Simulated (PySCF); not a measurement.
Molecule: C4H11Ge, net charge 0, doublet state. It need not be the lowest isomer of its formula. 
Geometry from a B3LYP-D3(BJ)/def2-TZVP (Ansatz) optimisation:
```xyz
16

C      3.7862    -0.1564     0.0359
C      2.4930     0.4854     0.3837
C      1.1983    -0.1814     0.0776
C     -0.0217     0.7282     0.2449
Ge    -1.7298    -0.1676    -0.1609
H      3.7878    -0.5222    -0.9968
H      4.6276     0.5273     0.1557
H      3.9918    -1.0346     0.6683
H      2.4873     1.3397     1.0507
H      1.0769    -1.0714     0.7191
H      1.2305    -0.5823    -0.9442
H      0.0663     1.6005    -0.4064
H     -0.0758     1.1034     1.2697
H     -1.9316    -1.3760     0.7755
H     -2.9131     0.8020     0.0218
H     -1.7278    -0.6773    -1.6162
```
Charge 0, spin multiplicity 2.

Dispersion corrections to the total energy (kcal/mol) from the dftd3 and dftd4 libraries through PySCF: D3(BJ) without and D4 with the three-body term, each with the damping fitted for the functional named.

```csv
functional,D3(BJ),D4
BP86,-11.83,…
PBE,-7.55,-7.07
HSE06,…,-5.54
CAM-B3LYP,-5.90,-6.01
PBE0,-6.54,-5.97
revPBE,…,-22.77
TPSSh,-8.72,-8.67
```

Q: Fill in the missing entries.

A: 
- BP86, D4: -9.36
- HSE06, D3(BJ): -4.99
- revPBE, D3(BJ): -18.93
